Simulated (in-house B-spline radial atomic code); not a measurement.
Sb. Computed with a B-spline radial atomic code. Model: non-relativistic spherical atom: semilocal Troullier-Martins pseudo-atom, one channel per l, against all electrons, high spin, G0W0 and RPA with empty states to l = 8, local potential for every l without a channel, a model core (radius 0 = none) keeps its share of the functional.

The core holds an angular momentum without a channel of its own, so the local potential lets valence electrons into it.

Without relativity these are model numbers for so heavy an element.

What the tables leave out is listed at the end.

The pseudopotential gives back the lowest level of each angular momentum of its own functional in the configuration it was made in; a second state of the same l is only approximately right. Exact exchange, RPA and GW see the smooth pseudo-orbitals and miss the exchange with the core, for which the functional's share stands in. The column with an uncorrelated core keeps all orbitals and exact exchange, and so separates missing core correlation from pseudisation. Only the three outermost levels and the lowest empty one were computed. RPA here is direct RPA, with no exchange kernel, and its energies carry an (l + 1/2)⁻⁴ tail. A hybrid on a potential with a model core restores only its own semilocal share of the core's exchange.

Command:
```bash
python run_psgw.py task.json out
```
Settings (lengths in bohr, energies in hartree):
```
Z                      51
electrons              51
configuration          [Kr] 4d10 5s2 5p3
generated_in           [Kr] 4d10 5s2 5p3
functional             pbe,pbe
core_shells            9
radius_factor          0.8
core_correction        False
```

Time taken, with all properties: 17 s on 1 thread of AMD EPYC 9R14 (Zen 4), on a shared host.

Given: made with PBE; model core radius 0 bohr; local radius 1.63 bohr; mean-field start PBE.

Valence shells of the generating configuration: 5s, 5p.

Channel: s 1.58, p 1.911 (radii in bohr).

Computed: largest level miss in the spin-unpolarised generating configuration 0 eV; valence RPA correlation energy pseudo -0.28177 hartree; all-electron RPA polarisability, core included 39.804 bohr³; pseudo-atom RPA polarisability 45.188 bohr³.

```csv
level,occupied,mean-field all-electron (eV),mean-field pseudo minus all (eV),G0W0 all-electron (eV),G0W0 uncorrelated core minus all (eV),G0W0 pseudo minus all (eV),exchange self-energy all-electron (eV),exchange self-energy pseudo (eV)
5p up,1,-5.5335,-0.007,-8.9157,0.23,-0.018,-14.638,-12.451
```

What is the valence RPA correlation energy all-electron orbitals?

-0.16687 hartree.

Given: mean-field start PBE0.

Computed: valence RPA correlation energy all-electron orbitals -0.1505 hartree; all-electron RPA polarisability, core included 33.669 bohr³; pseudo-atom RPA polarisability 37.257 bohr³.

| level | occupied | mean-field all-electron (eV) | mean-field pseudo minus all (eV) | G0W0 all-electron (eV) | G0W0 uncorrelated core minus all (eV) | G0W0 pseudo minus all (eV) | exchange self-energy all-electron (eV) | exchange self-energy pseudo (eV) |
| --- | --- | --- | --- | --- | --- | --- | --- | --- |
| 5p up | 1 | -6.5875 | 0.035 | -9.1906 | 0.24 | -0.047 | -14.681 | -12.496 |
| 5s down | 1 | -11.48 | 0.155 | -14.215 | 0.719 | 0.295 | -14.529 | -10.568 |

What is the valence RPA correlation energy pseudo?

-0.22292 hartree.

Given: mean-field start Hartree-Fock.

Computed: valence RPA correlation energy all-electron orbitals -0.11705 hartree; all-electron RPA polarisability, core included 25.374 bohr³; pseudo-atom RPA polarisability 26.525 bohr³.

| level | occupied | mean-field all-electron (eV) | mean-field pseudo minus all (eV) | G0W0 all-electron (eV) | G0W0 uncorrelated core minus all (eV) | G0W0 pseudo minus all (eV) | exchange self-energy all-electron (eV) | exchange self-energy pseudo (eV) |
| --- | --- | --- | --- | --- | --- | --- | --- | --- |
| 5p up | 1 | -9.1356 | 0.059 | -9.5807 | 0.227 | 0.09 | -14.482 | -12.495 |
| 5s down | 1 | -12.759 | 0.019 | -14.374 | 0.706 | 0.413 | -13.941 | -10.456 |

What is the valence RPA correlation energy pseudo?

-0.15329 hartree.

Among the listed levels the largest G0W0 shift of the pseudo-atom is +0.41 eV, for 5s down on the Hartree-Fock start, while leaving the core uncorrelated moves that level by +0.71 eV. The rest, -0.29 eV, comes from pseudisation and the lost core exchange. Not in the tables (levels of low weight, unsolved or above zero; the highest and the empty levels are kept at any weight): on PBE the G0W0 levels 5s down (pseudo minus all +0.39 eV, weights 0.75 and 0.76), 5s up (pseudo minus all +1.44 eV, weights 0.16 and 0.07); on PBE0 the G0W0 levels 5s up (pseudo minus all +2.38 eV, weights 0.23 and 0.08); on Hartree-Fock the G0W0 levels 5s up (pseudo minus all +0.98 eV, weights 0.69 and 0.83).
